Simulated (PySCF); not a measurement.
Worked example: refractive index and permittivity of the vapour

Al(Me)(OH)(PH2) (CH6AlOP), SMILES [CH3][Al]([OH])[PH2].

The structure is a stationary point at B3LYP-D3(BJ)/def2-SVP. The structure was generated by enumeration; whether it is a known compound was not checked. One conformer was computed; it need not be the lowest.

PySCF with PBE0/def2-TZVP gives a mean static polarisability of 69.2 bohr³ and a dipole moment of 0.64 D. Take an ideal gas at 298.15 K and 1 bar, whether or not the substance is that volatile.

Task: Work out n − 1 in the optical limit and the static ε − 1.

Result: 
Polarisability volume α' = 69.2 × 0.148185 = 10.25 Å³. Number density N = p/kT = 2.43e-5 Å⁻³.
Dilute limit of Lorentz–Lorenz: n − 1 = 2π N α' = 0.0016.
Orientation term of Debye: μ²/(3kT) = 8.098 Å³ × μ²(D²) = 3.32 Å³.
ε − 1 = 4π N (α' + μ²/3kT) = 0.0041. Orientation of the dipole supplies 24 % of the static response; it can't follow optical fields. Vibrational polarisation and dispersion are left out.
